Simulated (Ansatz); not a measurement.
The free V atom, lowest solution found in each spin (singlets restricted, other states unrestricted); no spin–orbit coupling, and no relativity up to Kr.

Correlated levels freeze the inner cores; with def2 sets outer-core shells near the valence are correlated too. CBS: X⁻³ extrapolation of the correlation energy, Hartree–Fock from the larger set.

Programs: Ansatz (Gaussian orbitals). 

Problem. Predict the energy of multiplicity 6 less that of multiplicity 4 from PBE0/def2-SVP.

Solution. -3 kJ/mol

Problem. Estimate the energy of multiplicity 6 less that of multiplicity 4 that CAM-B3LYP/def2-TZVPP returns for this input.

Solution. -11 kJ/mol

Problem. What energy of multiplicity 6 less that of multiplicity 4 does CCSD(T)/CBS(def2-TZVPP, def2-QZVPP) give?

Solution. 11 kJ/mol

Doubts at one or more of the structures used: a spin-contaminated determinant (CAM-B3LYP/def2-TZVPP).

Ansatz is an electronic-structure program.
